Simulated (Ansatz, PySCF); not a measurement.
Pair of molecules: PH3 (SMILES P) (first 4 atoms) with H4OSi (SMILES O[SiH3]); geometry from B3LYP-D3(BJ)/def2-TZVP.
(charge 0, multiplicity 1):
```xyz
10

P     -0.248     0.174    -0.366
H      0.820    -0.504    -0.999
H     -1.262    -0.592    -0.987
H     -0.297     1.228    -1.309
O     -0.211     0.737     3.041
Si     0.196    -0.595     3.918
H     -0.243     0.646     2.077
H     -0.753    -1.717     3.701
H      0.160    -0.189     5.338
H      1.556    -1.090     3.581
```

Basis-set superposition error: the interaction energy with monomers in their own basis, and in the dimer's basis (counterpoise).

Run with Ansatz (Gaussian basis) for Hartree–Fock, density functionals and correlated methods; PySCF for 6-31G* rows. Values without a source in brackets are computed.

```csv
level,uncorrected (meV),counterpoise (meV),difference
HF/6-31G*,-66.9,-43.9,23.0
HF/aug-cc-pV(D+d)Z,-59.3,-51.4,7.9
PBE/def2-TZVPPD,-165.6,-161.1,4.5
B3LYP/6-31G*,-146.6,-116.1,30.5
B3LYP/def2-TZVPPD,-119.4,-115.3,4.1
BHLYP/def2-TZVPPD,-124.6,-121.3,3.2
CAM-B3LYP/def2-TZVPPD,-139.5,-135.4,4.1
wB97M-V/def2-TZVPPD,-155.5,-150.8,4.7
MP2/6-31G*,-181.2,-100.4,80.8
SCS-MP2/aug-cc-pV(D+d)Z,-154.4,-107.8,46.6
```

The error is largest for MP2/6-31G* (80.8 meV) and smallest for BHLYP/def2-TZVPPD (3.2 meV).

Ansatz is a program for electronic structure.
